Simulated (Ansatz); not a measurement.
Molecule: C2H10Si2 (charge 0, singlet). 
Structure (B3LYP-D3(BJ)/def2-TZVP (Ansatz, a first-principles code) minimum search):
```
Si
H 1 1.4887
C 1 1.8823 2 108.96
H 3 1.0914 1 111.28 2 59.05
H 3 1.0920 4 107.92 1 -121.84
H 3 1.0923 4 107.97 5 -116.44
C 1 1.8823 2 108.96 3 -120.80
H 7 1.0914 1 111.28 2 -59.05
H 7 1.0920 8 107.92 1 121.84
H 7 1.0923 8 107.97 9 116.44
Si 1 2.3472 2 108.02 3 119.60
H 11 1.4856 1 111.33 2 60.35
H 11 1.4856 12 108.09 1 122.58
H 11 1.4869 12 107.77 13 116.22
```

Basis-set convergence of Hartree-Fock and CCSD(T) correlation energies (hartree) with Ansatz. Cores are frozen in the correlated levels unless marked. No spin-orbit coupling. No relativistic terms.

| basis | functions | E(HF) | E(corr, CCSD(T)) |
|---|---|---|---|
| cc-pV(D+d)Z | 124 | -659.44701 | -0.59282 |
| cc-pV(T+d)Z | 278 | -659.49752 | -0.71041 |
| cc-pV(Q+d)Z | 538 | -659.50926 | -0.74579 |

Extrapolating the two largest sets (X = 3 and 4) as X^-3: E(corr) = (64·(-0.74579) - 27·(-0.71041))/37 = -0.7716 Eh, an estimate of the basis-set limit. The largest set recovers 96.7 % of it, the smallest 76.8 %.
